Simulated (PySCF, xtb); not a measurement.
Cd(I)(SiH3) (CdH3ISi), SMILES [SiH3][Cd][I].

Harmonic wavenumbers (cm⁻¹) from GFN2-xTB (xtb 6.7.1) at its own minimum, in rising order: 31, 35, 157, 287, 389, 397, 772, 791, 801, 2094, 2112, 2214.

Task: What does PBE0-D3(BJ)/def2-SVP (PySCF 2.14.0) give at its own minimum? (The exact figures need the calculation; the answer reports its results.)

Result: 62, 62, 187, 314, 455, 455, 842, 935, 935, 2215, 2230, 2230. Paired by order, the mean absolute difference is 70 cm⁻¹ and the zero-point energies are 14.4 and 15.6 kcal/mol.
